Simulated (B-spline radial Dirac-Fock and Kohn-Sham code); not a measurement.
Ionisation energies of gadolinium ions, computed and tabulated

Model: Dirac-Fock (average of configuration) total-energy differences with a finite nucleus, the Breit interaction including its frequency dependence, and self-energy and vacuum-polarisation corrections. Program: a radial B-spline solver. Each value is the difference of the configuration-average energies of two neighbouring ions in their tabulated ground configurations. Correlation and solid-state effects are left out. NIST's values refer to the lowest levels; many for high charge states are themselves semi-empirical or theoretical. Where a p, d or f shell is open in either ion the computed value averages over both j values and all terms, while the table refers to the lowest levels; that difference holds spin-orbit splitting (largest in heavy or highly charged ions), term energies where several electrons share open shells, and correlation, and it can reach 10 % or more.

```
  ion      configuration  computed (eV)  NIST (eV)         kind  NIST − computed (eV)
Gd²³⁺           [Kr] 4d5          763.4    761 ± 4  theoretical                 -2.42
Gd²⁴⁺           [Kr] 4d4          804.5    810 ± 4  theoretical                 +5.49
Gd²⁵⁺           [Kr] 4d3          846.2    851 ± 4  theoretical                 +4.76
Gd²⁶⁺           [Kr] 4d2          888.6    895 ± 4  theoretical                 +6.38
Gd²⁷⁺           [Kr] 4d1          931.6    937 ± 4  theoretical                 +5.36
Gd²⁸⁺  [Ar] 3d10 4s2 4p6         1114.1   1100 ± 4  theoretical                -14.10
Gd²⁹⁺  [Ar] 3d10 4s2 4p5         1158.0   1142 ± 4  theoretical                -16.04
Gd³⁰⁺  [Ar] 3d10 4s2 4p4         1202.5   1189 ± 4  theoretical                -13.45
Gd³¹⁺  [Ar] 3d10 4s2 4p3         1247.3   1233 ± 4  theoretical                -14.34
Gd³²⁺  [Ar] 3d10 4s2 4p2         1292.7   1321 ± 4  theoretical                +28.29
Gd³³⁺  [Ar] 3d10 4s2 4p1         1338.5   1368 ± 5  theoretical                +29.46
```

Question: Where in this range is the largest relative jump, and why?

Answer: From Gd²⁷⁺ (931.6 eV) to Gd²⁸⁺ (1114.1 eV), a factor of 1.20. The configuration goes from [Kr] 4d1 to [Ar] 3d10 4s2 4p6, so the next electron comes out of a deeper subshell.
